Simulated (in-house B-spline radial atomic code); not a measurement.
Results of a calculation; reference values are marked as such.
# Weak and strong correlation along the adiabatic connection

Two-electron singlets in several external potentials (atomic units), by full CI in B-splines with partial waves to l = 8 (correlation energies up to 0.6 % small). The repulsion is scaled by λ at fixed density; W(λ) is the mean repulsion less the Hartree energy, W(0) = E_x, and the area under W from 0 to 1 is E_xc.

One system gave this curve:

| λ | W (hartree) |
| --- | --- |
| 0 | -4.6211 |
| 0.02 | -4.6229 |
| 0.05 | -4.6257 |
| 0.12 | -4.6322 |
| 0.25 | -4.6441 |
| 0.4 | -4.6577 |
| 0.6 | -4.6755 |
| 0.8 | -4.6929 |
| 1 | -4.71 |
| 1.4 | -4.7433 |
| 2 | -4.7909 |
| 3 | -4.8648 |
| 4.5 | -4.9643 |
| 7 | -5.1053 |
| 10 | -5.2429 |

Which system is it?
A. −Z/r, Z = 2.05
B. −V exp(−r²/w²), V = 16.1, w = 6.0
C. −Z/r, Z = 7.75
D. ω²r²/2, ω = 4.9

C. The exchange energy sets the size: −Z/r, Z = 7.75: E_x = -4.62, E_c = -0.0452; ω²r²/2, ω = 4.9: E_x = -1.71, E_c = -0.0456; −Z/r, Z = 2.05: E_x = -1.06, E_c = -0.0421; −V exp(−r²/w²), V = 16.1, w = 6.0: E_x = -0.71, E_c = -0.0408 hartree.
